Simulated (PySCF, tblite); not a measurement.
Isomers of C6H13PS. Computed with GFN2-xTB (tblite): harmonic, unscaled wavenumbers at the GFN2-xTB geometry, gas phase. This tight-binding method is rough: wavenumbers can miss measured ones by several per cent, in bad cases by 10 to 20. Modes of hydrogen on phosphorus can be 10 to 20 % off. One conformer each.

Electronic energies: PBE0-D3(BJ)/def2-SVP at its own geometries (PySCF, gas phase).

```tsv
SMILES	electronic energy, lowest = 0 (kcal/mol)
C[C@@H]1CC[P@@H](=S)[C@@H]1C	0.0
C=C[P@@](C)(=S)C(C)C	12.4
CCP1CCSCC1	15.9
```

**Question.** How do GFN2-xTB zero-point energies change the relative energies?

**Answer.** 
```tsv
SMILES	ZPE (kcal/mol)	of it from modes above 1550 cm⁻¹	electronic (kcal/mol)	with ZPE, lowest = 0 (kcal/mol)	lowest mode (cm⁻¹)	rings
C[C@@H]1CC[P@@H](=S)[C@@H]1C	111.3	54.4	0.0	0.0	64	1
C=C[P@@](C)(=S)C(C)C	108.5	58.4	12.4	9.6	53	0
CCP1CCSCC1	110.8	55.1	15.9	15.4	64	1
```

The zero-point energies span 2.8 kcal/mol, from `C=C[P@@](C)(=S)C(C)C` to `C[C@@H]1CC[P@@H](=S)[C@@H]1C`. The order is unchanged.

**Question.** And how do the electronic energies of GFN2-xTB itself compare?

**Answer.** `C[C@@H]1CC[P@@H](=S)[C@@H]1C` 0.0; `C=C[P@@](C)(=S)C(C)C` 28.5; `CCP1CCSCC1` 29.7 kcal/mol, lowest = 0. Against the energies above, taken from the same isomer `C[C@@H]1CC[P@@H](=S)[C@@H]1C`, the largest difference is 16.1 kcal/mol. The two levels were optimised apart and needn't hold the same conformer.

**Question.** What do entropy and thermal enthalpy add at 298.15 K and 1 bar (rigid rotor, harmonic oscillator, one conformer each)?

**Answer.** 
```csv
SMILES,point group,symmetry number,S (cal/(mol K)),H − H(0) (kcal/mol),ZPE + H − H(0) − TS (kcal/mol)
C[C@@H]1CC[P@@H](=S)[C@@H]1C,C1,1,95.3,6.61,89.5
C=C[P@@](C)(=S)C(C)C,C1,1,106.1,8.06,85.0
CCP1CCSCC1,C1,1,97.0,6.82,88.7
```
